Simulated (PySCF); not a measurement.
**Adding and removing an electron: InBi**

r²SCAN; PySCF, scalar-relativistic core potentials, basis sets In def2-SVP with ECP28, Bi def2-SVP with ECP60. Neutral (UKS): triplet (π ↑↑), Re = 3.032 Å, ωe = 124 cm⁻¹, De = 1.54 eV, HOMO -4.19 eV, LUMO -3.30 eV.

InBi⁺ (UKS): quartet (σ ↑, π ↑↑), Re = 3.171 Å, ωe = 79.7 cm⁻¹. The energies at the minima are -404.94690 hartree for InBi and -404.70627 for InBi⁺.

**Question.** Work out the adiabatic ionisation energy, without and with harmonic zero-point energies (1 hartree = 27.2114 eV, 1 eV = 8065.5 cm⁻¹), and the change of the bond length.

**Answer.** At r²SCAN: 0.24063 hartree = 6.548 eV between the minima; the zero-point term (79.7 − 124.0)/2 cm⁻¹ = -0.003 eV makes it 6.545 eV. Re changes by +13.9 pm against the neutral. The electron leaves a σ orbital, and the longer bond of the ion fits a bonding orbital, or a change in how ionic the bond is.

These are scalar-relativistic numbers at best; spin–orbit coupling would shift them, the dissociation energy most. States were picked by a PBE0 search and need not be the measured ground states.
